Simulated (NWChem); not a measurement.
Species: C2H6OSi2; SMILES C1(=O)C[SiH2][SiH2]1

```xyz
11

O      0.4088    -2.2367     0.3100
C      0.2303    -1.1136    -0.0717
C      1.3171    -0.1031    -0.4395
Si     0.4414     1.4807     0.2116
Si    -1.3832     0.0366    -0.0858
H      2.3244    -0.3972    -0.1061
H      1.3255    -0.0095    -1.5431
H      0.6298     2.6898    -0.6408
H      0.7765     1.7808     1.6347
H     -1.9871     0.1167    -1.4527
H     -2.4391    -0.2300     0.9335
```
Atoms are numbered in this order, from 1.

All runs: NWChem. Medium grid unless said otherwise, to which SCAN and Minnesota functionals are sensitive. Coordinates come from a PBE0/def2-SVP optimisation. Level r2SCAN/def2-SVP: single points from the atomic guess with DIIS by default; each run changes one setting, and all converged runs end within 0.3 mHa of each other.

Problem. Which setting needs the most SCF iterations, or fails (no level shifting; core-Hamiltonian guess; DIIS on 3 Fock matrices; DIIS on 20 Fock matrices; occupation smearing of 0.005 Ha; defaults)?

Solution. core-Hamiltonian guess, with 14 against 9 for the defaults.
```csv
setting,SCF iterations
defaults,9
DIIS on 3 Fock matrices,10
DIIS on 20 Fock matrices,8
no level shifting,9
core-Hamiltonian guess,14
occupation smearing of 0.005 Ha,9
```
